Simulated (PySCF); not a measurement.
## Steps of a relaxation of [Lu(P5)]2+

[Lu(P5)]2+ (singlet in the valence; each metal's 4f electrons, 14 of them, lie in its core potential, out of spins and levels). PySCF 2.14.0, RKS TPSS, Lu lcecp-1-SVP with ECP60, P def2-SVP; non-relativistic Hamiltonian with scalar-relativistic core potentials where named; density fitting; no spin-orbit coupling. Origin of the start: template. Columns: position (Å) and force (eV/Å). Energies are counted from the last step; some of the 6 steps are shown. Forces carry noise of the integration grid, about 0.01 to 0.03 eV/Å.

Run from Python with OMP_NUM_THREADS=2. Where DIIS fails, smearing, a level shift and second-order steps follow.
It took 44 s on 2 threads of Arm Neoverse V2, with other jobs on the host, from the converged density of the start.

```xyz
6
step 0  E = 0.130 eV
Lu    0.0000    0.0000   -1.0224     0.00    0.00   -0.09
P     1.8000    0.0000    1.1549     1.10    0.00    0.02
P     0.5562    1.7119    1.1549     0.33    1.05    0.02
P    -1.4562    1.0580    1.1549    -0.88    0.64    0.02
P    -1.4562   -1.0580    1.1549    -0.88   -0.64    0.02
P     0.5563   -1.7119    1.1549     0.33   -1.05    0.02
```

```xyz
6
step 2  E = 0.001 eV
Lu    0.0000    0.0000   -1.0044     0.00    0.00   -0.07
P     1.8474    0.0000    1.1513     0.06    0.00    0.02
P     0.5708    1.7570    1.1513     0.01    0.06    0.01
P    -1.4946    1.0858    1.1513    -0.04    0.03    0.01
P    -1.4946   -1.0859    1.1513    -0.04   -0.03    0.01
P     0.5709   -1.7570    1.1513     0.01   -0.06    0.01
```

```xyz
6
step 3  E = 0.000 eV
Lu    0.0000    0.0000   -1.0050     0.00    0.00   -0.05
P     1.8499    0.0000    1.1514     0.01    0.00    0.01
P     0.5716    1.7593    1.1514    -0.01    0.01    0.01
P    -1.4966    1.0873    1.1514     0.00    0.00    0.01
P    -1.4966   -1.0873    1.1514     0.00    0.00    0.01
P     0.5717   -1.7593    1.1514    -0.01   -0.01    0.01
```

Q: Where does the relaxation end?

A: It converges at step 5 in C5v:
```xyz
6
step 5  E = 0
Lu    0.0000    0.0000   -1.0083
P     1.8502    0.0000    1.1521
P     0.5717    1.7596    1.1521
P    -1.4968    1.0875    1.1521
P    -1.4968   -1.0875    1.1521
P     0.5717   -1.7596    1.1521
```

Q: How did the contacts change?

A: 
```csv
contact,start (Å),end (Å)
Lu1–P5 (P5),2.825,2.844
Lu1–P6 (P5),2.825,2.844
```


No frequency check is given that shows the relaxed geometry to be a minimum. An lcecp potential fixes the number of 4f electrons, so in runs with it no electron can move into or out of that shell.
